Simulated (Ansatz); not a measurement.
`C1OC[SiH2]1` at its PBE0-D4/def2-TZVP geometry, where that method's forces vanish. Charge 0, multiplicity 1.

```xyz
10

C     0.6511   -0.2691    1.0115
O     1.0253    0.8589    0.1944
C     0.1369    0.7863   -0.9394
Si   -0.8682   -0.5668   -0.0778
H     1.4227   -1.0472    0.9869
H     0.5029    0.0407    2.0491
H     0.6764    0.4846   -1.8446
H    -0.3329    1.7562   -1.1219
H    -2.1813   -0.1578    0.4897
H    -1.0329   -1.8858   -0.7479
```

**Question.** What forces (eV/Å) does PBE-D4/def2-TZVPP give on these atoms in Ansatz? (An estimate is asked.)

**Answer.** The calculation gave: 
```
C1  -0.078 -0.230  0.165
O2   0.463  0.469  0.131
C3  -0.182 -0.016 -0.230
Si4 -0.154 -0.117 -0.022
H5   0.163 -0.194  0.016
H6  -0.031  0.048  0.236
H7   0.099 -0.064 -0.225
H8  -0.109  0.208 -0.060
H9  -0.146  0.047  0.063
H10 -0.025 -0.150 -0.075
```
